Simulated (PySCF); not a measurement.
**Dipole response of Tb⁺ (terbium, charge +1)**

[Xe] 4f9 6s1, one real determinant. Computed with PySCF 2.14 in ANO-RCC-VTZP, with the spin-free X2C one-electron Hamiltonian (Gaussian nucleus). Coupled (time-dependent) response in atomic units; α is the mean over directions. The basis has no added diffuse functions, which lowers α and C₆.

```
method  mean α (bohr³)         α xx, yy, zz  C₆ (like pair)  S(−4)
   UHF           98.25  99.80, 95.16, 99.80           912.8   7877
```

S(−4) is the Cauchy moment in α(ω) = α(0) + S(−4) ω² + …

Spin-orbit coupling is absent.

α(iu) at UHF:

```csv
u (hartree),α(iu) (bohr³)
0,98.25
0.0500,82.19
0.100,56.45
0.200,27.77
0.300,17.11
0.500,9.730
0.750,6.512
1.00,4.899
1.50,3.179
2.00,2.275
3.00,1.368
5.00,0.6743
```

A single London oscillator, α(iu) = α/(1 + u²/ω²), gives C₆ = (3/4) ω α². Matching the computed C₆ needs ω = 4 × 912.8 / (3 × 98.25²) = 0.126 hartree.

For an ion, C₆ is the dispersion term alone; charge-induced terms of lower order in 1/R come first.

The components differ because the open shell of this determinant is not spherical; for a pure term their mean is the scalar polarisability.

⟨L²⟩ = 24.03 against 30 for a pure H term, so this real determinant mixes terms. Spin-orbit coupling, absent here, splits the open shell strongly.
